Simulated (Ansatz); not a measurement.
B₂P₂⁻. The state is a doublet with charge -1. Geometry PBE0-D4/def2-TZVP, that of the neutral singlet; atoms count from 1.

Cartesian coordinates in Å:
```
B 0.449 -0.541 -0.456
B -0.449 0.541 0.456
P 0.800 -0.465 1.340
P -0.800 0.465 -1.340
```

The structure comes from a short search, and lower isomers may exist.

Estimate the Mulliken populations from the PBE0/def2-TZVPD orbitals of Ansatz.


```csv
atom,charge (e),spin (α − β)
B1,0.03,0.65
B2,0.03,0.65
P3,-0.53,-0.15
P4,-0.53,-0.15
```
Mulliken values and Mayer orders depend strongly on the basis. With diffuse functions, as here, like atoms can get unlike values, and bond orders can come out too low or too high.

Where does the spin sit?

Summed by element: B 1.29, P -0.29, of 1 unpaired in all. Largest on single atoms: B2 0.65, B1 0.65, P4 -0.15.

And the Mayer bond orders between bonded heavy atoms (over 0.3)?

B1–B2 1.08 (1.68 Å); B1–P3 1.05 (1.83 Å); B1–P4 1.05 (1.83 Å); B2–P3 1.05 (1.83 Å); B2–P4 1.05 (1.83 Å). Values over 0.3 also appear between atoms too far apart for a bond (P3–P4 0.39 at 3.26 Å); they arise where an orbital or an unpaired electron spreads over both atoms.
